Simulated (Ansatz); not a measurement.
Basis-set series for CBF2N (`N#CB(F)F`). Charge 0, multiplicity 1. Geometry: relaxed with PBE0-D4/def2-TZVP.

```csv
functional,basis,functions,energy (Eh),HOMO (eV),LUMO (eV)
PBE0-D4,def2-TZVPP,155,-317.30232,-10.73,-2.32
PBE0-D4,def2-QZVPP,285,-317.31881,-10.74,-2.35
ωB97M-V,def2-TZVPP,155,-317.56350,-13.08,-0.07
ωB97M-V,def2-QZVPP,285,-317.57867,-13.10,-0.12
```

Question: Give the rows for def2-SVP. (Best estimate.)

Answer: The calculation gave: 
```json
{"functional": "PBE0-D4", "basis": "def2-SVP", "functions": "70", "energy (Eh)": "-316.92571", "HOMO (eV)": "-10.65", "LUMO (eV)": "-2.16"}
{"functional": "ωB97M-V", "basis": "def2-SVP", "functions": "70", "energy (Eh)": "-317.17891", "HOMO (eV)": "-12.97", "LUMO (eV)": "0.16"}
```

Program: Ansatz 0.2.0.
